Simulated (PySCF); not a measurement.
Vertical excitation energies

Compound: C₃H₉NO₂Si₂.
Atom-mapped SMILES: `[NH2:1][C:2](=[O:3])[Si@H:4]1[CH2:5][CH2:6][SiH2:7][O:8]1` (hydrogens: H9, H10 on N1; H11 on Si4; H12, H13 on C5; H14, H15 on C6; H16, H17 on Si7)

Method used: PySCF, TDDFT CAM-B3LYP/def2-SVPD, vertical, gas phase, core orbitals frozen in the response. The structure is a single GFN2-xTB conformer in the gas phase; no vibrational or solvent corrections.

Problem. Predict the UV-vis stick spectrum at this level.

Solution. 

```tsv
state	E (eV)	λ (nm)	f	|μ| (D)	main configurations (H = HOMO, L = LUMO)
S1	4.77	259.7	0.0027	0.39	H→L+1 (60%), H→L (24%)
S2	6.47	191.7	0.015	0.77	H→L (30%), H→L+4 (21%), H→L+1 (19%)
S3	6.93	178.8	0.0097	0.61	H→L+4 (63%), H→L (17%), H→L+5 (9%)
S4	7.15	173.4	0.097	1.89	H-1→L+1 (51%), H→L (16%), H-1→L (12%)
S5	7.34	168.8	0.011	0.62	H-2→L (37%), H-2→L+1 (20%), H-1→L (13%)
S6	7.37	168.2	0.012	0.66	H-1→L (33%), H-1→L+5 (14%), H-2→L (13%)
S7	7.50	165.4	0.012	0.65	H→L+2 (44%), H-2→L+1 (10%)
S8	7.57	163.7	0.089	1.76	H→L+5 (28%), H→L+3 (13%)
```

Triplets (Tamm–Dancoff): T1 4.16 eV, H→L+1 (60%), H→L (24%); T2 5.03 eV, H-1→L+1 (56%), H-1→L (24%); T3 6.30 eV, H→L+4 (35%), H→L (25%), H→L+1 (20%).

The lowest singlet comes at 260 nm (461 kJ/mol) in the ultraviolet; it is very weak; its leading configuration is HOMO→LUMO+1 (60%). The strongest level in the table is S4 at 7.15 eV (173 nm, f = 0.097). Löwdin shares by element: HOMO oxygen 57% or more, carbon 16% or more, silicon 9% or more, nitrogen 7%; LUMO silicon 34%, carbon 9% or more, nitrogen 6% (atoms not listed hold the other 51%). The listed states span 2.80 eV, and the widest gap between neighbours is 1.69 eV (S1 to S2). The oscillator strengths of these states sum to 0.248; summed over the whole spectrum of an exact calculation they would give the number of electrons, 78 (Thomas–Reiche–Kuhn). Of the 8 states listed, 6 reach f = 0.01 and none stays under 0.0005. Only the lowest 8 singlets were computed, as vertical energies without vibronic structure.

The run took 1.9 min of wall time (grids of density and orbitals included) on one thread, Intel Xeon at 2.70 GHz (x86_64), shared host, and the process peaked at 1.1 GiB of memory.
